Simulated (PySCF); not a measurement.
Run record: geometry optimisation, `F[CH]([GeH3])[GeH3]`.

Method: PBE0-D3(BJ)/def2-SVP geometry optimisation, gas phase (PySCF 2.14.0). Start geometry: GFN2-xTB. A driver script takes a list of jobs; this job's settings line and coordinates (Å) are shown.

Command:
```bash
OMP_NUM_THREADS=1 python probes_run.py task.json out
```

Input:
```
{"job": {"xc": "PBE0", "basis": "def2-SVP", "d3": "d3bj", "grid": 1, "shake": 0.01, "kind": "geom"}, "charge": 0, "multiplicity": 1}
F     -0.043520    -1.858590     0.525270
C     -0.099070    -0.707360    -0.306330
Ge     1.669930     0.143590    -0.173590
Ge    -1.598700     0.395970     0.285740
H     -0.262360    -1.088830    -1.327690
H      1.795490     1.281120    -1.139410
H      1.912560     0.666560     1.216960
H      2.756750    -0.868660    -0.468210
H     -1.384850     0.924310     1.682910
H     -1.836530     1.542150    -0.632540
H     -2.871590    -0.456100     0.321230
```

Output:
```
step   0  E = -4294.82658575  max force = 0.017664
step   1  E = -4294.82982155  max force = 0.005376
step   2  E = -4294.83014633  max force = 0.002237
step   3  E = -4294.83027088  max force = 0.001159
step   4  E = -4294.83039446  max force = 0.001281
step   5  E = -4294.83045701  max force = 0.001433
step   6  E = -4294.83053384  max force = 0.001212
step   7  E = -4294.83057889  max force = 0.000760
step   8  E = -4294.83059979  max force = 0.000774
step   9  E = -4294.83060067  max force = 0.000410
optimisation converged
```

Energies in Eh; «max force» is the largest Cartesian gradient component in Eh/bohr.

Problem. Give the first gradient maximum in eV/Å.

Solution. With 1 Eh/bohr = 51.422 eV/Å, 0.908 eV/Å.

In short: final energy -4294.83060 Eh after 9 steps; dipole 1.34 D.

Problem. Where do the atoms end?

Solution. 0.075 Å rms from the input after alignment:
```
atom  x, y, z in Å
F1    -0.1054   -1.9030    0.3973
C2    -0.1044   -0.7137   -0.3270
Ge3    1.6783    0.1149   -0.1515
Ge4   -1.6005    0.4002    0.3201
H5    -0.2793   -0.9569   -1.3903
H6     1.7238    1.4000   -1.0000
H7     1.9284    0.4590    1.3261
H8     2.7484   -0.8754   -0.6410
H9    -1.3550    0.7643    1.7938
H10   -1.6813    1.6842   -0.5274
H11   -2.9111   -0.3945    0.1933
```

Problem. Estimate the wall time. Hardware: an Arm Neoverse V1 with one thread, shared host with 32 logical CPUs at a one-minute load of 12. And the peak memory of the process?

Solution. About 74 s, with 0.53 GiB resident at the peak, the Python interpreter and its libraries included.
Labels such as C1 count atoms from 1, the log's own numbers from 0.
